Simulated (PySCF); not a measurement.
Geometry:
```
atom   x (Å)   y (Å)   z (Å)
  C1   3.830   1.341   0.800
  C2   2.701   0.691   0.152
  C3   1.776   0.134  -0.404
  C4   0.634  -0.529  -1.016
  C5  -0.500   0.470  -1.375
 Si6  -1.418   0.867   0.234
  N7  -0.694   2.205   1.026
  O8  -1.244  -0.634   1.001
 Si9  -0.170  -1.692   0.284
 H10   3.503   2.197   1.412
 H11   4.364   0.644   1.465
 H12   4.553   1.721   0.061
 H13   0.966  -1.092  -1.906
 H14  -1.209  -0.017  -2.068
 H15  -0.106   1.362  -1.885
 H16  -2.873   1.146   0.113
 H17  -1.116   2.603   1.858
 H18   0.320   2.235   1.074
 H19   0.807  -2.238   1.266
 H20  -0.898  -2.816  -0.383
```

Geometry: PBE0-D3(BJ)/def2-SVP; GIAO absolute shieldings from PySCF 2.14.0 with density-fitted response routines, gas phase, non-relativistic, averaged over equivalent atoms.

At wB97X-D/pcSseg-1 (222 basis functions, 100 s wall time on 1 thread of an Arm Neoverse N1, shared host):
```
      atoms  σ (ppm)
         C3     95.1
         C2    102.8
         C5    168.0
         C4    172.2
         C1    179.9
        Si9    352.2
        Si6    357.8
         N7    225.7
         O8    263.8
        H19    26.45
        H20    26.56
        H16    26.63
        H13    29.51
H10/H11/H12    29.60
    H17/H18    30.09
        H15    30.34
        H14    30.79
```

Q: Predict the values at PBE0/pcSseg-1 on the same geometry.

A: 
```csv
atoms,σ at PBE0/pcSseg-1,change
C3,95.4,+0.3
C2,102.9,+0.1
C5,167.4,-0.6
C4,170.4,-1.8
C1,179.6,-0.3
Si9,352.0,-0.2
Si6,357.2,-0.6
N7,224.5,-1.2
O8,259.3,-4.5
H19,26.24,-0.21
H20,26.32,-0.24
H16,26.43,-0.20
H13,29.23,-0.28
H10/H11/H12,29.42,-0.18
H17/H18,29.97,-0.12
H15,30.17,-0.17
H14,30.62,-0.17
```

The largest change is at O8 (oxygen bonded to 2 Si, in a 5-membered ring). Cost: 222 basis functions, 100 s wall time on 1 thread of an Arm Neoverse N1, shared host. The order of the carbon signals is the same at both levels.
